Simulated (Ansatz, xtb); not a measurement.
## C6H10Si: which of two isomers lies lower

We compare X, `C=C/C=C\C=C/[SiH3]`, a singlet, with Y, `C=C/C=C/C=C/[SiH3]`, a singlet. Both are isolated molecules in the gas phase, relaxed with PBE-D3(BJ)/def2-SVP; the shapes shown needn't be the lowest conformers.

X (Å):

| atom | x (Å) | y (Å) | z (Å) |
| --- | --- | --- | --- |
| C | -0.5871 | 3.0617 | -0.3195 |
| C | -0.1170 | 1.8803 | 0.1507 |
| C | -0.8368 | 0.6279 | 0.0375 |
| C | -0.4271 | -0.6015 | 0.4852 |
| C | 0.8133 | -0.9040 | 1.1667 |
| C | 1.1883 | -2.1453 | 1.5948 |
| Si | 0.1965 | -3.7328 | 1.4000 |
| H | -1.5658 | 3.1258 | -0.8233 |
| H | -0.0120 | 3.9938 | -0.2162 |
| H | 0.8680 | 1.8652 | 0.6475 |
| H | -1.8180 | 0.6852 | -0.4655 |
| H | -1.1102 | -1.4515 | 0.3099 |
| H | 1.5010 | -0.0588 | 1.3494 |
| H | 2.1656 | -2.2266 | 2.1026 |
| H | -0.0838 | -4.0469 | -0.0479 |
| H | 0.9823 | -4.8707 | 1.9904 |
| H | -1.1338 | -3.6557 | 2.1057 |

Y (Å):

```yaml
atoms:
  - { symbol: C, position_ang: [-1.7586, 3.1071, 0.3089] }
  - { symbol: C, position_ang: [-1.6250, 1.8715, 0.8508] }
  - { symbol: C, position_ang: [-0.6093, 0.9151, 0.4680] }
  - { symbol: C, position_ang: [-0.4755, -0.3310, 1.0147] }
  - { symbol: C, position_ang: [0.5427, -1.2814, 0.6263] }
  - { symbol: C, position_ang: [0.6932, -2.5289, 1.1582] }
  - { symbol: Si, position_ang: [2.0203, -3.7379, 0.6357] }
  - { symbol: H, position_ang: [-1.0750, 3.4603, -0.4807] }
  - { symbol: H, position_ang: [-2.5498, 3.7979, 0.6359] }
  - { symbol: H, position_ang: [-2.3288, 1.5515, 1.6404] }
  - { symbol: H, position_ang: [0.1002, 1.2255, -0.3212] }
  - { symbol: H, position_ang: [-1.1828, -0.6451, 1.8040] }
  - { symbol: H, position_ang: [1.2394, -0.9447, -0.1651] }
  - { symbol: H, position_ang: [-0.0207, -2.8337, 1.9476] }
  - { symbol: H, position_ang: [1.4192, -5.0151, 0.1057] }
  - { symbol: H, position_ang: [2.9038, -4.1165, 1.7975] }
  - { symbol: H, position_ang: [2.8661, -3.1103, -0.4399] }
```

Question: Which of the two would you expect CCSD(T)/def2-SVP + ΔMP2/def2-TZVPP electronic energies to favour?

Answer: Structure Y; the calculation gives E(Y) − E(X) = −0.134 eV.

The same difference at several levels:

```json
{"level": "GFN2-xTB", "geometry": "GFN2-xTB", "E(Y) − E(X) (eV)": "−0.094", "departure from the last row (eV)": "+0.039", "job, with rough time for the two": "optimisation, 0.82 s"}
{"level": "HF/STO-3G", "geometry": "GFN2-xTB", "E(Y) − E(X) (eV)": "−0.157", "departure from the last row (eV)": "−0.024", "job, with rough time for the two": "single point, 1.9 s"}
{"level": "r2SCAN-D4/def2-SVP", "geometry": "GFN2-xTB", "E(Y) − E(X) (eV)": "−0.132", "departure from the last row (eV)": "+0.002", "job, with rough time for the two": "single point, 16 s"}
{"level": "PBE-D3(BJ)/def2-SVP", "geometry": "PBE-D3(BJ)/def2-SVP", "E(Y) − E(X) (eV)": "−0.128", "departure from the last row (eV)": "+0.005", "job, with rough time for the two": "optimisation, 84 s"}
{"level": "HF/def2-SVP", "geometry": "PBE-D3(BJ)/def2-SVP", "E(Y) − E(X) (eV)": "−0.193", "departure from the last row (eV)": "−0.059", "job, with rough time for the two": "part of the CCSD(T) run"}
{"level": "MP2/def2-SVP", "geometry": "PBE-D3(BJ)/def2-SVP", "E(Y) − E(X) (eV)": "−0.151", "departure from the last row (eV)": "−0.017", "job, with rough time for the two": "part of the CCSD(T) run"}
{"level": "CCSD(T)/def2-SVP", "geometry": "PBE-D3(BJ)/def2-SVP", "E(Y) − E(X) (eV)": "−0.144", "departure from the last row (eV)": "−0.011", "job, with rough time for the two": "single point"}
{"level": "CCSD(T)/def2-SVP + ΔMP2/def2-TZVPP", "geometry": "PBE-D3(BJ)/def2-SVP", "E(Y) − E(X) (eV)": "−0.134", "departure from the last row (eV)": "", "job, with rough time for the two": "single point, 7 min"}
```

As drawn, both hold the same kinds of bond in the same numbers.

The levels shown agree on the order. The largest departure from CCSD(T)/def2-SVP + ΔMP2/def2-TZVPP is that of HF/def2-SVP, 0.059 eV. The last row adds to CCSD(T) the change of the MP2 difference between the two basis sets, here +0.011 eV.

With thermal terms from frequencies at re-optimised GFN2-xTB minima (ideal gas, soft modes damped towards free rotors, one conformer each, 298.15 K, 1 atm): on the last row, ΔE + ΔZPE = −0.145, ΔH = −0.138, ΔG = −0.153 eV.

The correlated steps freeze 11 core orbitals. Run with Ansatz 0.2.0, xtb 6.7.1; the last row on 2 threads of AMD EPYC (Zen 3) on a shared host.
